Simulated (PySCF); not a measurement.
Delta-SCF ions had no search for a lower state. Excitations are Tamm–Dancoff values on a coarser integration grid. The basis has no diffuse functions, so Rydberg states are missing or too high.

C2H4BN, SMILES `B=NC=C` (B–N–C–C torsion 180°) (charge 0, multiplicity 1)

The numbers are results of TPSSh-D3(BJ)/def2-TZVP // CAM-B3LYP-D3(BJ)/def2-TZVP (PySCF), not measurements.

The HOMO is -6.22 eV and the dipole moment is 0.40 D. The LUMO is -0.94 eV. The HOMO–LUMO gap is 5.29 eV and the S1 excitation (TDA) is 5.71 eV. The S1 oscillator strength is 0.000. The brightest of the four lowest singlets (TDA) comes out as 5.85 eV and the T1 excitation (TDA) is 3.63 eV. The S1–T1 gap (TDA) comes out as 2.08 eV. The vertical ionisation energy (Delta-SCF) comes out as 8.91 eV and the total energy comes out as -158.2759 Ha. The cost is about 7 core-minutes (a rough figure).

```xyz
8

B      2.0570    -0.0292    -0.6011
N      0.8523    -0.2199    -0.4184
C     -0.4758    -0.4694    -0.2259
C     -1.3661     0.4371     0.1515
H      3.1961     0.1533    -0.7734
H     -0.7802    -1.4958    -0.4060
H     -1.0818     1.4639     0.3353
H     -2.4014     0.1600     0.2827
```
